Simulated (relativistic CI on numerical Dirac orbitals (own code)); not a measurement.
# Radial parameters of Ta32+

Computed by Dirac-Coulomb-Breit CI, KLI orbitals optimised for each configuration, a model potential for QED, unscaled Slater integrals (own radial code, finite nucleus).

Slater integrals F^k, G^k are unscaled and averaged over j, outside the closed core [Ar] 3d10; ζ comes from projecting the Hamiltonian with its Breit term on Σ l·s of the shell.

- 4s2.4p6.4d5: F^2(4d,4d) = 228000, F^4(4d,4d) = 155170, ζ(4d) = 52774 cm⁻¹; <r>(4d) = 0.4409, <r^2>(4d) = 0.2222 (bohr units).
- 4s2.4p5.4d6: ζ(4p) = 429570, F^2(4d,4d) = 227950, F^4(4d,4d) = 155130, F^2(4p,4d) = 229770, G^1(4p,4d) = 285950, G^3(4p,4d) = 182910, ζ(4d) = 52570 cm⁻¹; <r>(4p) = 0.4368, <r^2>(4p) = 0.2159, <r>(4d) = 0.441, <r^2>(4d) = 0.2223 (bohr units).
- 4s2.4p6.4d4.4f: F^2(4d,4d) = 227870, F^4(4d,4d) = 155080, ζ(4d) = 52726, F^2(4d,4f) = 228770, F^4(4d,4f) = 149180, G^1(4d,4f) = 237420, G^3(4d,4f) = 163400, G^5(4d,4f) = 119990, ζ(4f) = 8817.6 cm⁻¹; <r>(4d) = 0.4413, <r^2>(4d) = 0.2226, <r>(4f) = 0.4178, <r^2>(4f) = 0.1983 (bohr units).

Give the Racah parameters of the d shell in 4s2.4p6.4d5.

B = F²/49 − 5F⁴/441 = 2894 cm⁻¹ and C = 35F⁴/441 = 12315 cm⁻¹.

Averages of the first 9 configurations, taken without configuration mixing, which lowers the lowest level and can move excited configurations by several eV; other configurations of the list can lie among them:

```
     Configuration  Parity  States  Average energy above the lowest level (eV)
       4s2.4p6.4d5    even     252                                        36.3
       4s2.4p5.4d6     odd    1260                                       238.7
    4s2.4p6.4d4.4f     odd    2940                                       237.1
     4s.4p6.4d5.4f     odd    7056                                       597.7
           4p6.4d7    even     120                                       766.1
           4p5.4d8     odd     270                                       965.4
   4s2.4p6.4d3.5s2    even     120                                       865.4
4s2.4p6.4d2.4f.5s2     odd     630                                      1065.9
 4s.4p6.4d3.4f.5s2     odd    3360                                      1427.3
```
